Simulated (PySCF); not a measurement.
## How methods differ on the ionisation energy of Cu(2+)

Cu(2+) [Ar] 3d9 (2D) → Cu(3+) [Ar] 3d8 (3F), as a difference of total energies. Calculation: PySCF 2.14, in aug-cc-pVDZ-DK (7s6p4d2f, 59 functions); the spin-free X2C one-electron Hamiltonian (Gaussian nucleus). Correlated levels: valence: [Ar] frozen. The calculations carry no spin-orbit coupling.

```csv
method,ionisation energy (eV),difference from reference (eV)
UHF,34.202,-2.639
PBE0,36.862,+0.021
TPSS,36.890,+0.049
MP2 (valence),36.745,-0.096
SCS-MP2 (valence),36.498,-0.343
```

Reference: 36.841 ± 0.012 eV (measured; NIST Atomic Spectra Database, ionization energies).

The reference lies between the lowest fine-structure levels, while these numbers refer to the centres of the terms.

Errors of the correlated levels include the incompleteness of this basis and the frozen core.
